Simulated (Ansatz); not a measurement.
Relaxation of BF₂H₅Si (9 atoms, charge 0, multiplicity 1), to a largest force component of 0.03 eV/Å in at most 50 steps.

The calculation used RKS PBE0/def2-SVP in Ansatz 0.2.0.

```xyz
9
Properties=species:S:1:pos:R:3
B -0.115 -0.501 -0.290
H 0.570 0.306 1.858
F 0.937 0.146 -0.764
F -1.274 0.124 -0.409
Si 0.024 -2.306 0.504
H -0.309 -3.364 -0.502
H 1.409 -2.551 1.008
H -0.938 -2.430 1.642
H 0.171 -0.213 2.152
```

Where does it end, and by what steps?

It converged. The force dipped under the threshold on the way, but the program's further checks kept it going. After 18 steps the energy has fallen by 0.161 eV; H9 moved furthest, 0.83 Å.

```
step  energy less start (eV)  largest force component (eV/Å)  accepted
   0                  0.0000                           1.308       yes
   1                 -0.1058                           0.657       yes
   2                 -0.1257                           0.789       yes
   3                 -0.1456                           0.562       yes
   4                 -0.1512                           0.495       yes
   5                 -0.1552                           0.336       yes
   6                 -0.1492                           0.754        no
   7                 -0.1584                           0.032       yes
   8                 -0.1586                           0.030       yes
   9                 -0.1535                           0.528        no
  10                 -0.1596                           0.012       yes
  11                 -0.1580                           0.203        no
  12                 -0.1599                           0.037       yes
  13                 -0.1601                           0.066       yes
  14                 -0.1603                           0.053       yes
  15                 -0.1605                           0.028       yes
  16                 -0.1607                           0.022       yes
  17                 -0.1607                           0.040       yes
  18                 -0.1608                           0.024       yes
```

```xyz
9
Properties=species:S:1:pos:R:3
B -0.177 -0.595 -0.389
H 0.837 0.595 2.175
F 0.875 0.158 -0.652
F -1.355 -0.071 -0.673
Si -0.015 -2.470 0.382
H -0.326 -3.469 -0.689
H 1.365 -2.723 0.894
H -1.001 -2.651 1.490
H 0.273 0.436 2.661
```

The run took 26 s on 2 threads of Arm Neoverse V2, with other jobs on the host, peak memory 0.16 GiB.
